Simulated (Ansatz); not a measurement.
C3N3Si, SMILES `N#C[Si](C#N)C#N` radical. The species carries charge 0 and has multiplicity 2.

Cartesian coordinates in Å:
```
N 0.055 -2.040 -2.008
C 0.139 -1.141 -1.290
Si 0.383 0.340 -0.271
C -1.160 1.277 -0.098
N -2.091 1.955 -0.037
C 1.074 -0.088 1.350
N 1.600 -0.302 2.354
```

Q: What are the harmonic wavenumbers in cm⁻¹ at PBE0-D4/def2-TZVP (Ansatz, finite differences of forces, unscaled)? (Estimate.)

A: The calculation gave: 93, 93, 111, 261, 278, 278, 395, 397, 397, 524, 705, 705, 2306, 2306, 2308.

Q: Is this a minimum?

A: Yes, all 15 modes are real.

Q: Give the ideal-gas thermochemistry at 298.15 K and 1 bar (rigid rotor, harmonic oscillator; point group C3v, symmetry number 3).

A: Zero-point energy 66.7 kJ/mol; H(298) − E = 89.6 kJ/mol; entropy 363.8 J/(mol·K), of which translation 167.0, rotation 110.2, vibration 80.8, electronic 5.8; G(298) − E = -18.9 kJ/mol. Modes under 100 cm⁻¹ are hindered rotations or soft bends, so the harmonic entropy is rough.

Q: Rotational constants (cm⁻¹)?

A: 0.07151, 0.07145, 0.03747.
